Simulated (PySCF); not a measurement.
Computed properties of C2H7NOSi2, SMILES [SiH3]C1=NC[SiH2]O1

C₂H₇NOSi₂, SMILES [SiH3]C1=NC[SiH2]O1. Coordinates come from a PBE0-D3(BJ)/def2-SVP optimisation. The structure was generated by enumeration, and PubChem lists no compound with its InChIKey, so it may never have been made. The values are those of a single conformer. All values are computed for the isolated molecule unless a solvent is named; none is compared with measurement here.

**Structure.** The optimised structure has Cs symmetry. All 33 harmonic modes at PBE0-D3(BJ)/def2-SVP (PySCF) are real, so it is a minimum. With heavy atoms numbered as in [SiH3:1][C:2]1=[N:3][CH2:4][SiH2:5][O:6]1, the shortest bond between them is C2–N3 at 1.273 Å and the longest C4–Si5 at 1.901 Å.

**Vibrations.** The strongest infrared lines (harmonic, unscaled, degenerate partners summed) lie at 898 cm⁻¹ (327 km/mol, H 84 %), 2261 cm⁻¹ (137 km/mol, H 95 %), 1177 cm⁻¹ (134 km/mol, C 47 %, H 37 %, O 15 %). The softest mode is at 76 cm⁻¹ and the zero-point energy is 53.5 kcal/mol.

**Electronic structure.** CAM-B3LYP/def2-TZVP (PySCF) places the frontier levels at -8.80 and 0.79 eV, a gap of 9.59 eV, and gives a dipole moment of 1.65 D and a mean polarisability of 82.9 bohr³. PBE/def2-TZVP (PySCF) at the same geometry gives -6.10 and -1.40 eV, so its gap is 4.89 eV narrower. An orbital gap is neither the optical nor the fundamental gap.

**Excitations.** TDDFT-B3LYP/def2-SVPD (PySCF) has S1 at 5.27 eV (235 nm, f = 0.005, weak); the most intense of the 10 singlets computed lies at 5.95 eV (f = 0.10). T1 (TDA) is at 4.53 eV. TDDFT-PBE/def2-SVPD (PySCF) puts S1 at 4.98 eV. No vertical singlet excitation falls in the visible range (under 3.1 eV).

**NMR.** GIAO shifts at HF/pcSseg-1 (PySCF) (non-relativistic, atoms alike by connectivity averaged): ¹³C from 35.5 to 182.0 ppm against TMS; ¹H from 3.2 to 4.8 ppm against TMS; ²⁹Si from -66.7 to -6.0 ppm against TMS.

**Solvation.** SMD-PBE0/def2-SVP (PySCF) gives -1.4 kcal/mol in water, -2.7 kcal/mol in cyclohexanone, -2.8 kcal/mol in tetrahydrofuran (1 M in both phases, gas-phase geometry).
